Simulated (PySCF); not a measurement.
How the method changes the constants of CdP

State: ⁴Σ⁻ (quartet), unpaired electrons σ ↑, π ↑↑. Set-up: basis Cd def2-SVPD with ECP28, P def2-SVPD; scalar-relativistic core potentials; PySCF 2.14. De refers to Cd + P in their high-spin ground configurations, without counterpoise correction. The functionals are run spin-unrestricted. A positive dipole means Cd(−)P(+). Levels whose curve was spin-contaminated or gave no clean fit are not listed.

```json
{"Level": "PBE", "Re (Å)": "2.711", "ωe (cm⁻¹)": "162", "De (eV)": "0.390", "μ (D)": "-0.67"}
{"Level": "r²SCAN", "Re (Å)": "2.654", "ωe (cm⁻¹)": "181", "De (eV)": "0.417", "μ (D)": "-0.86"}
{"Level": "M06-L", "Re (Å)": "2.803", "ωe (cm⁻¹)": "135", "De (eV)": "0.318", "μ (D)": "-0.84"}
{"Level": "TPSSh", "Re (Å)": "2.689", "ωe (cm⁻¹)": "170", "De (eV)": "0.364", "μ (D)": "-0.97"}
{"Level": "r²SCANh", "Re (Å)": "2.652", "ωe (cm⁻¹)": "181", "De (eV)": "0.391", "μ (D)": "-0.91"}
{"Level": "PBE0", "Re (Å)": "2.679", "ωe (cm⁻¹)": "170", "De (eV)": "0.339", "μ (D)": "-0.87"}
```

Problem. What does a quarter of exact exchange do here, going from PBE to PBE0?

Solution. PBE0 less PBE: -3.2 pm in Re, +4.9 % in ωe, -0.05 eV in De. Exact exchange removes part of the self-interaction that spreads semilocal densities, and in most molecules shortens and stiffens the bond and lowers De; so it does here.

Problem. What does the step from GGA to meta-GGA do here, going from PBE to r²SCAN?

Solution. r²SCAN less PBE: -5.7 pm in Re, +11.7 % in ωe, +0.03 eV in De. 

The bond is weak. Basis-set superposition, not corrected here, can be much of De in a small basis, most of all at correlated wavefunction levels. Functionals without a dispersion term scatter widely for such bonds, and LDA overbinds them. Spin–orbit coupling is left out. The state was picked by a PBE0 search and need not be the measured ground state.

The whole job (state search and all levels along the bond) took about 2.6 min on 1 thread of Intel Xeon Platinum 8488C (shared host), peak memory 0.74 GiB.
